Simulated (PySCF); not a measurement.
C5H8O, SMILES CC=C1COC1.

The structure is a stationary point at PBE0-D3(BJ)/def2-SVP.

Calculation: TDDFT-PBE/def2-SVPD (PySCF 2.14.0).

Vertical excitations. Isolated molecule, no solvent. State labels are in the subgroup Cs.

Computed lowest excited states:
```csv
state,symmetry,energy (eV),λ (nm),f,main pairs
S1,A',5.06,245,0.030,"HOMO→LUMO 83 %, HOMO−1→LUMO 17 %"
S2,A",5.53,224,0.007,HOMO→LUMO+1 100 %
S3,A",5.89,211,0.003,HOMO→LUMO+2 99 %
S4,A",6.12,203,0.000,HOMO→LUMO+3 99 %
S5,A",6.53,190,0.001,HOMO−1→LUMO+1 96 %
S6,A",6.66,186,0.006,HOMO→LUMO+4 92 %
S7,A',6.81,182,0.296,"HOMO−1→LUMO 68 %, HOMO→LUMO+6 14 %, HOMO→LUMO 13 %"
S8,A",6.89,180,0.000,HOMO−1→LUMO+2 93 %
S9,A",6.98,178,0.000,HOMO−2→LUMO 94 %
S10,A",7.03,176,0.001,HOMO→LUMO+5 94 %
T1,A',4.07,304,0,"HOMO→LUMO 83 %, HOMO−1→LUMO 16 %"
T2,A',5.21,238,0,"HOMO−1→LUMO 82 %, HOMO→LUMO 17 %"
T3,A",5.45,227,0,HOMO→LUMO+1 100 %
T4,A",5.70,218,0,HOMO→LUMO+2 99 %
```
Triplets are in the Tamm–Dancoff approximation, which puts them higher than full response would, so one can lie above its singlet here.
